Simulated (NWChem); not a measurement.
System: CuH2OBr; SMILES [Cu](<-[OH2])[Br]

Output (shortened):

```
             Northwest Computational Chemistry Package (NWChem) 7.3.0
             --------------------------------------------------------

                             Geometry "geometry" -> ""
                             -------------------------

 Output coordinates in angstroms (scale by  1.889725989 to convert to a.u.)

  No.       Tag          Charge          X              Y              Z
 ---- ---------------- ---------- -------------- -------------- --------------
    1 Cu                  29.0000    -0.06474484    -0.64735861     0.39632627
    2 Br                  35.0000     0.04553916     1.21186639    -0.74824173
    3 O                    8.0000    -0.06614284    -2.31625761     1.43249127
    4 H                    1.0000     0.35550516    -2.14201961     2.28369927
    5 H                    1.0000     0.45736716    -2.96984361     0.95136927

 Effective nuclear repulsion energy (a.u.)     373.7404035809

  pbe96 is a nonlocal functional; adding pw91lda local functional.

                           NWChem Geometry Optimization
                           ----------------------------

 maximum gradient threshold         (gmax) =   0.000450
 rms gradient threshold             (grms) =   0.000300
 maximum cartesian step threshold   (xmax) =   0.001800
 rms cartesian step threshold       (xrms) =   0.001200
 fixed trust radius                (trust) =   0.300000
 source of zmatrix                         =

          -------------------
          Energy Minimization
          -------------------

 Using diagonal initial Hessian

          --------
          Step   0

                                 NWChem DFT Module
                                 -----------------

 Summary of "ao basis" -> "ao basis" (spherical)
 ------------------------------------------------------------------------------
       Tag                 Description            Shells   Functions and Types
 ---------------- ------------------------------  ------  ---------------------
 Cu                         def2-svp                11       31   5s3p2d1f
 Br                         def2-svp                12       32   5s4p3d
 O                          def2-svp                 6       14   3s2p1d
 H                          def2-svp                 3        5   2s1p

            General Information
            -------------------
          SCF calculation type: DFT
          Wavefunction type:  closed shell.
          No. of atoms     :     5
          No. of electrons :    74
           Alpha electrons :    37
            Beta electrons :    37
          Charge           :     0
          Spin multiplicity:     1
          Use of symmetry is: off; symmetry adaption is: off
          Maximum number of iterations: 150
          AO basis - number of functions:    87
                     number of shells:    35
          Convergence on energy requested:  1.00D-06
          Convergence on density requested:  1.00D-05
          Convergence on gradient requested:  5.00D-04

              XC Information
              --------------
          PerdewBurkeErnzerhof Exchange Functional  1.000
            Perdew 1991 LDA Correlation Functional  1.000 local
           PerdewBurkeErnz. Correlation Functional  1.000 non-local

             Grid Information
             ----------------
          Grid used for XC integration:  medium
          Radial quadrature: Mura-Knowles
          Angular quadrature: Lebedev.
          Tag              B.-S. Rad. Rad. Pts. Rad. Cut. Ang. Pts.
          ---              ---------- --------- --------- ---------
          Cu                  1.35      112           8.0       590
          Br                  1.15      112          11.0       590
          O                   0.60       49          11.0       434
          H                   0.35       45          11.0       434
          Grid pruning is: on
          Number of quadrature shells:   363
          Spatial weights used:  Erf1

           DFT-D3BJ Model
          s6 scale factor  :        1.000000000000
          s8 scale factor  :        0.787500000000
          a1 parameter     :        0.428900000000
          a2 parameter     :        4.440700000000
              vdW contrib  :       -0.002820254062

      Superposition of Atomic Density Guess
      -------------------------------------

 Sum of atomic energies:       -4286.46074637

      Non-variational initial energy
      ------------------------------

 Total energy =   -4286.765963
 1-e energy   =   -6713.557168
 2-e energy   =    2053.050801
 HOMO         =      -0.403835
 LUMO         =      -0.083851

   convergence    iter        energy       DeltaE   RMS-Dens  Diis-err
 ---------------- ----- ----------------- --------- --------- ---------
 d= 0,ls=0.0,diis     1  -4289.6470719643 -4.66D+03  2.13D-01  2.35D+00
 d= 0,ls=0.0,diis     2  -4262.7261217422  2.69D+01  2.09D-01  1.10D+02
 d= 0,ls=0.0,diis     3  -4289.7921074895 -2.71D+01  9.65D-03  6.56D-01
 d= 0,ls=0.0,diis     4  -4289.8247469013 -3.26D-02  3.22D-03  2.45D-01
 d= 0,ls=0.0,diis     5  -4289.8481396969 -2.34D-02  1.10D-03  9.63D-03
  Resetting Diis
 d= 0,ls=0.0,diis     6  -4289.8488795294 -7.40D-04  6.26D-04  2.41D-03
 d= 0,ls=0.0,diis     7  -4289.8491230190 -2.43D-04  4.37D-04  2.41D-04
 d= 0,ls=0.0,diis     8  -4289.8490051455  1.18D-04  3.09D-04  1.63D-03
 d= 0,ls=0.0,diis     9  -4289.8491394088 -1.34D-04  8.73D-05  1.32D-04
 d= 0,ls=0.0,diis    10  -4289.8491509999 -1.16D-05  1.34D-05  1.54D-06
 d= 0,ls=0.0,diis    11  -4289.8491511453 -1.45D-07  3.66D-06  3.44D-07

         Total DFT energy =    -4289.849151145280
      One electron energy =    -6721.228725844245
           Coulomb energy =     2224.771210933549
    Exchange-Corr. energy =     -167.129219561439
 Nuclear repulsion energy =      373.740403580915

    Dispersion correction =       -0.002820254062

 Numeric. integr. density =       73.999999792653

                       DFT Final Molecular Orbital Analysis
                       ------------------------------------

 Vector   35  Occ=2.000000D+00  E=-1.862206D-01
              MO Center= -5.6D-02, -6.3D-01,  3.9D-01, r^2= 4.7D-01
   Bfn.  Coefficient  Atom+Function         Bfn.  Coefficient  Atom+Function
  ----- ------------  ---------------      ----- ------------  ---------------
    19      0.645358  1 Cu d  2              17     -0.472002  1 Cu d  0
    24      0.241791  1 Cu d  2              16     -0.184627  1 Cu d -1
    22     -0.178949  1 Cu d  0               4      0.154113  1 Cu s
    18     -0.128033  1 Cu d  1              21     -0.072914  1 Cu d -1
     3     -0.065761  1 Cu s                 23     -0.048511  1 Cu d  1

 Vector   36  Occ=2.000000D+00  E=-1.716524D-01
              MO Center= -1.2D-02,  2.5D-01, -1.6D-01, r^2= 2.2D+00
   Bfn.  Coefficient  Atom+Function         Bfn.  Coefficient  Atom+Function
  ----- ------------  ---------------      ----- ------------  ---------------
    17      0.464789  1 Cu d  0              48      0.373931  2 Br pz
    45      0.319112  2 Br pz                19      0.276172  1 Cu d  2
    16     -0.272557  1 Cu d -1              47      0.231827  2 Br py
    42     -0.213950  2 Br pz                44      0.197826  2 Br py
    22      0.169547  1 Cu d  0              41     -0.132633  2 Br py

 Vector   37  Occ=2.000000D+00  E=-1.690138D-01
              MO Center= -2.6D-02,  1.8D-01, -1.2D-01, r^2= 2.2D+00
   Bfn.  Coefficient  Atom+Function         Bfn.  Coefficient  Atom+Function
  ----- ------------  ---------------      ----- ------------  ---------------
    15      0.532706  1 Cu d -2              46     -0.426145  2 Br px
    43     -0.363133  2 Br px                18      0.321680  1 Cu d  1
    40      0.243326  2 Br px                20      0.193234  1 Cu d -2
    23      0.116727  1 Cu d  1              12     -0.079179  1 Cu px
    37     -0.079138  2 Br px                67      0.071175  3 O  px

 Vector   38  Occ=0.000000D+00  E=-6.914533D-02
              MO Center=  3.0D-01, -1.8D+00,  1.1D+00, r^2= 5.3D+00
   Bfn.  Coefficient  Atom+Function         Bfn.  Coefficient  Atom+Function
  ----- ------------  ---------------      ----- ------------  ---------------
    66      0.668669  3 O  s                  5     -0.534461  1 Cu s
    79     -0.465257  4 H  s                 84     -0.465399  5 H  s
    65      0.240456  3 O  s                 16      0.213358  1 Cu d -1
    47     -0.189828  2 Br py                36      0.185792  2 Br s
    19      0.160332  1 Cu d  2              70      0.159570  3 O  px

 Vector   39  Occ=0.000000D+00  E= 2.066787D-02
              MO Center=  4.3D-02, -1.3D+00,  8.1D-01, r^2= 6.1D+00
   Bfn.  Coefficient  Atom+Function         Bfn.  Coefficient  Atom+Function
  ----- ------------  ---------------      ----- ------------  ---------------
    79      0.692197  4 H  s                 84      0.690366  5 H  s
     4     -0.604578  1 Cu s                  5     -0.571796  1 Cu s
    66     -0.535728  3 O  s                 47     -0.259052  2 Br py
    35      0.240245  2 Br s                 71      0.236906  3 O  py
    70     -0.215967  3 O  px                68      0.214570  3 O  py

 Vector   40  Occ=0.000000D+00  E= 2.883203D-02
              MO Center=  4.2D-01, -2.4D+00,  1.5D+00, r^2= 3.6D+00
   Bfn.  Coefficient  Atom+Function         Bfn.  Coefficient  Atom+Function
  ----- ------------  ---------------      ----- ------------  ---------------
    79      1.114091  4 H  s                 84     -1.115528  5 H  s
    72     -0.460431  3 O  pz                69     -0.330244  3 O  pz
    71     -0.286410  3 O  py                14      0.218877  1 Cu pz
    68     -0.205492  3 O  py                78      0.138288  4 H  s
    83     -0.138550  5 H  s                 13      0.135791  1 Cu py

     Multipole analysis of the density
     ---------------------------------

     L   x y z        total         alpha         beta         nuclear
     -   - - -        -----         -----         ----         -------
     0   0 0 0     -0.000000    -37.000000    -37.000000     74.000000

[...]

      ----------------------
      Optimization converged
      ----------------------

  Step       Energy      Delta E   Gmax     Grms     Xrms     Xmax
  ---- ---------------- -------- -------- -------- -------- --------
@   11   -4289.84994446 -3.0D-09  0.00003  0.00001  0.00025  0.00051
                                     ok       ok       ok       ok

                         Geometry "geometry" -> "geometry"
                         ---------------------------------

 Output coordinates in angstroms (scale by  1.889725989 to convert to a.u.)

  No.       Tag          Charge          X              Y              Z
 ---- ---------------- ---------- -------------- -------------- --------------
    1 Cu                  29.0000    -0.04302695    -0.63122630     0.38931007
    2 Br                  35.0000     0.02628588     1.24571264    -0.77192677
    3 O                    8.0000    -0.06385126    -2.29564343     1.42032375
    4 H                    1.0000     0.35381087    -2.18363923     2.29750011
    5 H                    1.0000     0.45430528    -2.99881671     0.98043719

 Effective nuclear repulsion energy (a.u.)     370.8536632919

 ==============================================================================
                                internuclear distances
 ------------------------------------------------------------------------------
       center one      |      center two      | atomic units |  angstroms
 ------------------------------------------------------------------------------
    2 Br               |   1 Cu               |     4.17290  |     2.20821
    3 O                |   1 Cu               |     3.70006  |     1.95799
    4 H                |   3 O                |     1.84809  |     0.97797
    5 H                |   3 O                |     1.84811  |     0.97798
 ------------------------------------------------------------------------------
                         number of included internuclear distances:          4
 ==============================================================================

[second-derivative integrals and response iterations left out]

  Vibrational analysis via the FX method

  See chapter 2 in "Molecular Vibrations" by Wilson, Decius and Cross

  Vib: Default input used

 ---------------------------- Atom information ----------------------------
     atom    #        X              Y              Z            mass
 --------------------------------------------------------------------------
    Cu       1 -8.1309151D-02 -1.1928447D+00  7.3568935D-01  6.2929800D+01
    Br       2  4.9673105D-02  2.3540555D+00 -1.4587301D+00  7.9916500D+01
    O        3 -1.2066138D-01 -4.3381371D+00  2.6840227D+00  1.5994910D+01
    H        4  6.6860560D-01 -4.1264798D+00  4.3416457D+00  1.0078250D+00
    H        5  8.5851249D-01 -5.6669419D+00  1.8527576D+00  1.0078250D+00
 --------------------------------------------------------------------------

[unprojected Hessian and modes left out]

        Vibrational analysis via the FX method
  --- with translations and rotations projected out ---
  --- via the Eckart algorithm                      ---
 Projected Nuclear Hessian trans-rot subspace norm:5.3331D-33
                         (should be close to zero!)

[projected Hessian left out]

 Rotational Constants
 --------------------
 A=   9.975639 cm-1  ( 14.352399 K)
 B=   0.049647 cm-1  (  0.071430 K)
 C=   0.049539 cm-1  (  0.071275 K)

 Temperature                      =   298.15K
 frequency scaling parameter      =   1.0000

 Zero-Point correction to Energy  =   15.531 kcal/mol  (  0.024750 au)
 Thermal correction to Energy     =   18.972 kcal/mol  (  0.030233 au)
 Thermal correction to Enthalpy   =   19.564 kcal/mol  (  0.031177 au)

 Total Entropy                    =   75.411 cal/mol-K
   - Translational                =   41.116 cal/mol-K (mol. weight = 160.8569)
   - Rotational                   =   23.691 cal/mol-K (symmetry #  =        1)
   - Vibrational                  =   10.603 cal/mol-K

 Cv (constant volume heat capacity) =   15.527 cal/mol-K
   - Translational                  =    2.979 cal/mol-K
   - Rotational                     =    2.979 cal/mol-K
   - Vibrational                    =    9.568 cal/mol-K

[normal modes left out]

 ----------------------------------------------------------------------------
 Normal Eigenvalue ||           Projected Infra Red Intensities
  Mode   [cm**-1]  || [atomic units] [(debye/angs)**2] [(KM/mol)] [arbitrary]
 ------ ---------- || -------------- ----------------- ---------- -----------
    1       -0.000 ||    0.057997           1.338        56.539      13.601
    2       -0.000 ||    0.002098           0.048         2.045       0.492
    3       -0.000 ||    0.012166           0.281        11.860       2.853
    4       -0.000 ||    0.000516           0.012         0.503       0.121
    5       -0.000 ||    0.001257           0.029         1.226       0.295
    6       -0.000 ||    0.001611           0.037         1.570       0.378
    7      101.638 ||    0.007991           0.184         7.790       1.874
    8      102.668 ||    0.000193           0.004         0.188       0.045
    9      275.344 ||    0.009077           0.209         8.849       2.129
   10      429.435 ||    0.026460           0.610        25.795       6.205
   11      433.677 ||    0.269179           6.210       262.409      63.124
   12      570.279 ||    0.003682           0.085         3.589       0.863
   13     1562.114 ||    0.074996           1.730        73.109      17.587
   14     3653.938 ||    0.043048           0.993        41.965      10.095
   15     3739.917 ||    0.129377           2.985       126.123      30.339
 ----------------------------------------------------------------------------
```

Level: PBE-D3(BJ)/def2-SVP. This build's default masses of Se (78.918 u) and Br (79.917 u) are each other's, which moves their modes by up to 0.6 %.

### Question
Write an input that gives this output.

### Answer
This is not unique; one that fits is the input that was run:
```
start job
memory heap 200 mb stack 900 mb global 1100 mb
geometry units angstroms noautosym noautoz
  Cu    -0.060320    -0.730873     0.448491
  Br     0.049964     1.128352    -0.696077
  O     -0.061718    -2.399772     1.484656
  H      0.359930    -2.225534     2.335864
  H      0.461792    -3.053358     1.003534
end
basis spherical
  * library def2-svp
end
dft
  xc xpbe96 cpbe96
  disp vdw 4
  iterations 150
end
driver
  maxiter 120
end
task dft optimize
task dft freq
```
